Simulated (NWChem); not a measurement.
MgNH₃O; SMILES [NH2][Mg][OH]

```xyz
6

Mg     0.0001    -0.0452    -0.0105
O     -0.0006    -1.8119     0.0242
H      0.0042    -2.7465    -0.1501
N     -0.0002     1.8416     0.0078
H     -0.8160     2.4468     0.0133
H      0.8162     2.4461     0.0144
```
Atoms are numbered in this order, from 1.

All runs: NWChem. Geometry: optimised at PBE0/def2-SVP. Level MN15/def2-SVP: energy and gradient on several grids; changes count from the extra-fine grid, which is no exact limit either.

| grid | size of the energy change (μHa) | largest change of a gradient component (μHa/bohr) |
|---|---|---|
| xcoarse | 5000 | 2000 |
| coarse | 600 | 500 |
| medium | < 10 | 100 |
| fine | < 10 | 50 |
| xfine | < 10 | < 30 |
